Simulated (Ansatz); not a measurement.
The cluster Cu4S3: single points at one geometry.

```yaml
crystal:
  periodic: [false, false, false]
  atoms:
    - {symbol: Cu, position_ang: [0.897440, 0.930503, -0.948043]}
    - {symbol: Cu, position_ang: [0.482540, 0.590132, 1.406379]}
    - {symbol: Cu, position_ang: [-1.441207, 0.191556, -0.405845]}
    - {symbol: Cu, position_ang: [0.266028, -1.483597, 0.014478]}
    - {symbol: S, position_ang: [-0.622554, 2.135570, 0.229608]}
    - {symbol: S, position_ang: [2.177691, -0.424892, 0.285027]}
    - {symbol: S, position_ang: [-1.759927, -1.939272, -0.581605]}
basis:
  gaussian: {orbitals: def2-TZVP, initial_orbitals: start.molden}
hamiltonian: {xc: {name: B3LYP}, dispersion: d4}
scf: {omitted_lower_state_checks: [starts]}
output: {orbitals: {seedname: orbitals}}
```

The file start.molden holds the orbitals of an earlier run on this structure, at another level or in another basis.

```sh
$ ansatz run in.yaml --threads 4 --pin off --events-out ev --progress --plain --max-ram 4787MiB
```

It prints (some lines left out):

```
Functional definition: B3LYP
2531 factors; integrals over basis functions are off by at most 8.5e-4 eV
mean field evaluation 1: about -211082.3803 eV, gradient 8.9e0 eV
mean field evaluation 2: about -211082.4769 eV, gradient 1.1e-1 eV
mean field evaluation 4: about -211082.8734 eV, gradient 4.1e-3 eV
mean field evaluation 8: about -211082.8734 eV, gradient 5.3e-5 eV
mean field -211082.87343320 eV, -7757.1525215597 hartree, gradient 1.2e-5 eV, S^2 0.000000; 0 other end points of the search recorded, 0 dependent functions left out
reference -211082.87370790 eV, -7757.1525316548 hartree; 82, 82 occupied and 209, 209 virtual orbitals, 2531 factors
Total energy: -211083.85989628 eV, -7757.1887734094 hartree
Checks for a lower state left out: starts
```

Hardware: 4 threads of Arm Neoverse V2 on a shared host. Wall time 18 s, peak host memory 1.5 GiB.

The first input with `gaussian: {orbitals: def2-SVP, initial_orbitals: start.molden}`, `correlation: {method: ccsd_t, frozen_orbitals: {Cu: 9, S: 5}}` and without the key `hamiltonian` (abridged; 4.1 min):

```
Functional definition: HF
mean field evaluation 16: about -210807.6096 eV, gradient 7.2e0 eV
mean field evaluation 32: about -210807.8157 eV, gradient 2.3e0 eV
mean field evaluation 64: about -210808.3636 eV, gradient 9.1e-1 eV
mean field evaluation 96: about -210807.1689 eV, gradient 5.2e0 eV
mean field evaluation 128: about -210808.4811 eV, gradient 1.8e-1 eV
mean field -210808.61647829 eV, -7747.0737643648 hartree, gradient 5.1e-6 eV, S^2 0.000000; 2 other end points of the search recorded, 0 dependent functions left out; unrestricted orbitals would lower it
determinant -210808.61647829 eV, -7747.0737643648 hartree, with singles and doubles -210852.54733550 eV, -7748.6881935898 hartree
determinant -210808.48744315 eV, -7747.0690224108 hartree, with singles and doubles -210851.79441275 eV, -7748.6605241891 hartree
determinant -210808.37384062 eV, -7747.0648475949 hartree, with singles and doubles -210851.64585075 eV, -7748.6550646362 hartree
mean field evaluation 160: about -210793.0539 eV, gradient 6.6e1 eV
mean field evaluation 192: about -210809.2995 eV, gradient 1.8e0 eV
unrestricted determinant -210811.63761370 eV, -7747.1847890433 hartree, S^2 1.0568
51 core orbitals not correlated: weight in the atoms' cores, before any rotation towards them, 1.000 or more for the frozen orbitals, at most 0.000 for the correlated occupied ones
[...]
cycle  22  -44.49528408 eV  change    2.5e-4 eV  update   8.0e-4
cycle  23  -44.49543987 eV  change   -1.6e-4 eV  update   7.1e-4
cycle  24  -44.49504009 eV  change    4.0e-4 eV  update   5.8e-4
cycle  25  -44.49459188 eV  change    4.5e-4 eV  update   4.6e-4
cycle  26  -44.49471552 eV  change   -1.2e-4 eV  update   3.4e-4
cycle  27  -44.49394749 eV  change    7.7e-4 eV  update   2.3e-4
cycle  28  -44.49396214 eV  change   -1.5e-5 eV  update   1.9e-4
cycle  29  -44.49401514 eV  change   -5.3e-5 eV  update   1.2e-4
cycle  30  -44.49385516 eV  change    1.6e-4 eV  update   7.7e-5
cycle  31  -44.49394047 eV  change   -8.5e-5 eV  update   4.7e-5
cycle  32  -44.49393044 eV  change    1.0e-5 eV  update   3.1e-5
cycle  33  -44.49395126 eV  change   -2.1e-5 eV  update   2.3e-5
cycle  34  -44.49395937 eV  change   -8.1e-6 eV  update   1.6e-5
cycle  35  -44.49394610 eV  change    1.3e-5 eV  update   9.6e-6
perturbative correction -3.44426486 eV, -0.1265743988 hartree
WARN: these amplitudes may be one of several solutions (largest doubles amplitude 0.24, level shift 3.34 eV)
Total energy: -210856.55468925 eV, -7748.8354611238 hartree
Checks for a lower state left out: starts
```

First input, but with `hamiltonian: {xc: {name: CAM-B3LYP}, dispersion: d4}` (abridged; 28 s):

```
Functional definition: CAM-B3LYP
mean field -211087.81151387 eV, -7757.3339926771 hartree, gradient 2.4e-5 eV, S^2 0.000000
Total energy: -211088.35351460 eV, -7757.3539108367 hartree
Checks for a lower state left out: starts
```

As the first input, with `hamiltonian: {xc: pbe, dispersion: d4}`, `output: {forces: true, orbitals: {seedname: orbitals}}` (abridged; 9 s):

```
Functional definition: PBE
mean field -211038.10256875 eV, -7755.5072226381 hartree, gradient 1.7e-5 eV, S^2 0.000000
Total energy: -211038.69251200 eV, -7755.5289026524 hartree
Atom 0 force     0.252792     0.169283    -0.282113 eV/Å
Atom 1 force     0.056344     0.159694     0.385395 eV/Å
Atom 2 force    -0.410253     0.144527    -0.082626 eV/Å
Atom 3 force     0.174503    -0.422782     0.000124 eV/Å
Atom 4 force     0.056272    -0.197068    -0.001930 eV/Å
Atom 5 force    -0.203991     0.055960    -0.042190 eV/Å
Atom 6 force     0.074333     0.090386     0.023339 eV/Å
Dipole moment:     0.260867     0.288371     0.086007 e Å
Checks for a lower state left out: starts
```

First input, but with `hamiltonian: {xc: r2scan, dispersion: d4}` (abridged; 22 s):

```
Functional definition: r2SCAN
mean field -211074.83916269 eV, -7756.8572675643 hartree, gradient 2.0e-5 eV, S^2 0.000000
Total energy: -211074.95928936 eV, -7756.8616821381 hartree
Checks for a lower state left out: starts
```

First input, but with `hamiltonian: {xc: pbe0, dispersion: d4}` (abridged; 20 s):

```
Functional definition: PBE0
mean field -211038.68779902 eV, -7755.5287294537 hartree, gradient 2.6e-5 eV, S^2 0.000000
Total energy: -211039.19582540 eV, -7755.5473990788 hartree
Checks for a lower state left out: starts
```

As the first input, with `gaussian: {orbitals: def2-TZVPD, initial_orbitals: start.molden}`, `hamiltonian: {xc: pbe0, dispersion: d4}` (abridged; 25 s):

```
Functional definition: PBE0
the host lacks memory for fits, so the integrals are decomposed
mean field -211038.76829096 eV, -7755.5316874779 hartree, gradient 2.5e-5 eV, S^2 0.000000
Total energy: -211039.27633111 eV, -7755.5503576090 hartree
Checks for a lower state left out: starts
```

Geometry: r2SCAN-D4/def2-SVP.

B3LYP takes the VWN-RPA correlation. Correlated methods freeze 51 core orbitals. The restricted singlet is unstable towards broken spin symmetry in Hartree–Fock (as tested in another run); at B3LYP-D4/def2-TZVP, CAM-B3LYP-D4/def2-TZVP, PBE-D4/def2-TZVP, r2SCAN-D4/def2-TZVP and others this wasn't settled. At CCSD(T)/def2-SVP the program marks the result for the charge 0 singlet as doubtful (other roots). At CCSD(T)/def2-SVP the restricted singlet (for correlated methods, its reference) is unstable: a solution with broken spin symmetry lies lower. At PBE-D4/def2-TZVP an occupied level lies above an empty one. The structure comes from a short search, and lower isomers may exist.
